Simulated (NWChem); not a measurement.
# N2H3 anion

```xyz
5

N      0.0055    -0.8060     0.1386
N      0.0773     0.6565    -0.0393
H      0.6757    -1.1456    -0.5601
H      0.3078     1.0823     0.8684
H     -0.8714     1.0072    -0.2263
```
Atoms are numbered in this order, from 1.

All runs: NWChem. Pople sets run with spherical d functions. Sets without diffuse functions describe the anion's extra electron poorly. Structure relaxed at the B3LYP/def2-SVPD level. The highest occupied level is positive in some or all of these runs, so the extra electron may be held by the finite basis. Atomic charges in e: unrestrained fits to the electrostatic potential beside Mulliken populations; buried atoms are poorly determined by the fit.

For level Hartree-Fock/6-31G*:

| Quantity | Result |
|---|---|
| Mulliken N1 | -0.90 |
| ESP N2 | -0.71 |
| Mulliken N2 | -0.73 |

Problem. How do the values read with level B3LYP/def2-SVP instead?

Solution. Mulliken N1: -0.68
ESP N2: -0.60
Mulliken N2: -0.22
